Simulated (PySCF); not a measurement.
Ta(O)(OH)(NH2)2 (H5N2O2Ta), SMILES [NH2][Ta]([NH2])(=[O])[OH], multiplicity 1. Coordinates come from a PBE0-D3(BJ)/def2-SVP optimisation. The spin state was assumed, not searched. The def2 effective core potentials stand for the cores of Ta; spin–orbit coupling is left out. One conformer was computed; it need not be the lowest.

Computed equilibrium geometry at PBE0-D3(BJ)/def2-SVP (PySCF confirms it by a frequency run) as bond lengths and angles, and its point group (one conformer of several):
point group Cs.
Atoms: Ta1 O2 O3 H4 N5 H6 H7 N8 H9 H10. Bond lengths (Å): Ta1–O2 1.723, Ta1–O3 1.921, Ta1–N5 1.989, Ta1–N8 1.989, O3–H4 0.960, N5–H6 1.016, N5–H7 1.017, N8–H9 1.016, N8–H10 1.017. Angles (°): O2–Ta1–O3 114.3, O2–Ta1–N5 106.0, O2–Ta1–N8 106.0, O3–Ta1–N5 109.3, O3–Ta1–N8 109.3, N5–Ta1–N8 111.7, Ta1–O3–H4 136.3, Ta1–N5–H6 124.9, Ta1–N5–H7 125.5, H6–N5–H7 109.5, Ta1–N8–H9 124.9, Ta1–N8–H10 125.5, H9–N8–H10 109.5.
